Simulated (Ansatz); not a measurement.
Mulliken charges of BH₆NSeSi (`[SiH3]NB[SeH]`) from ωB97M-V/def2-TZVPP in Ansatz (PBE0-D4/def2-TZVP geometry).

| atom | x (Å) | y (Å) | z (Å) | charge (e) |
| --- | --- | --- | --- | --- |
| Si1 | -0.706 | 1.366 | 0.607 | 0.241 |
| N2 | 0.279 | 0.141 | -0.148 | -0.221 |
| B3 | 0.017 | -1.235 | -0.153 | -0.061 |
| Se4 | 1.132 | -2.583 | -1.005 | -0.089 |
| H5 | -1.173 | 2.351 | -0.403 | -0.027 |
| H6 | -1.860 | 0.683 | 1.234 | -0.014 |
| H7 | 0.079 | 2.103 | 1.633 | -0.027 |
| H8 | 1.112 | 0.459 | -0.625 | 0.093 |
| H9 | -0.954 | -1.667 | 0.394 | 0.071 |
| H10 | 2.158 | -1.669 | -1.530 | 0.036 |

Question: By hand: the dipole of these point charges (1 e Å = 4.8032 D).

Answer: Σ q r = (-0.165, 0.338, 0.142) e Å, of length 0.402 e Å = 1.93 D.

Question: How does the dipole of the full density compare? (An estimate is asked.)

Answer: Ansatz gave: (0.119, 0.390, -0.027) e Å, 1.96 D; the point charges give 0.98 times that, at 49° from its direction.

Point charges leave out the atoms' own dipoles, such as those of lone pairs, and Mulliken's split depends on the basis, so the two needn't agree.
